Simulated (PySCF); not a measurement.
Method: B3LYP-D3(BJ)/def2-TZVP // BP86-D3(BJ)/def2-SVP run with PySCF 2.14.0. Gas-phase values, no solvent. One relaxed conformer stands for a flexible species; it need not be the lowest. B3LYP has the VWN-RPA correlation part, as in Gaussian. 

Reference species: [Sc(NH2)3] (neutral, multiplicity 1).

```
Property                                                        Result
------------------------------------------------------------  --------
mean distance from the central atom to its bonded neighbours   1.992 Å
HOMO–LUMO gap                                                  5.01 eV
coordination number                                                  3
LUMO                                                          -1.32 eV
```

Changed species: [Sc(NH2)(Br)2] (2 of 3 NH2 replaced by Br; the reference has 0 of 3 NH2 replaced by Br).

Q: Predict the effect on the mean distance from the central atom to its bonded neighbours, HOMO–LUMO gap, coordination number and LUMO.

A: the mean distance from the central atom to its bonded neighbours goes up by 0.292 Å, to 2.284 Å; the HOMO–LUMO gap rises by 0.05 eV, to 5.06 eV; the coordination number is nearly the same; the LUMO decreases by 1.54 eV, to -2.86 eV.
